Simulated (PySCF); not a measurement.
Excitations are Tamm–Dancoff values on a coarser integration grid. The basis has no diffuse functions, so Rydberg states are missing or too high.

Cartesian coordinates (Å):
```xyz
10

Si     2.1592    -0.7442    -0.3070
Ga     0.1722     0.4762     0.2316
Si    -2.1900     0.1551     0.0214
Cl     0.6341     2.3854     1.1485
H      1.8548    -2.0785    -0.8841
H      2.9729    -0.9284     0.9210
H      2.9518     0.0313    -1.2948
H     -2.5236    -1.1621    -0.5782
H     -2.7506     1.2263    -0.8408
H     -2.8190     0.2424     1.3633
```
Charge 0, spin multiplicity 1.

What is the computed LUMO, HOMO–LUMO gap, S1 excitation (TDA), S1–T1 gap (TDA) and T1 excitation (TDA) (ωB97X-D3(BJ)/def2-TZVP (PySCF))?


```
Property                Value
-------------------  --------
LUMO                 -0.48 eV
HOMO–LUMO gap         9.09 eV
S1 excitation (TDA)   3.94 eV
S1–T1 gap (TDA)       0.53 eV
T1 excitation (TDA)   3.41 eV
```
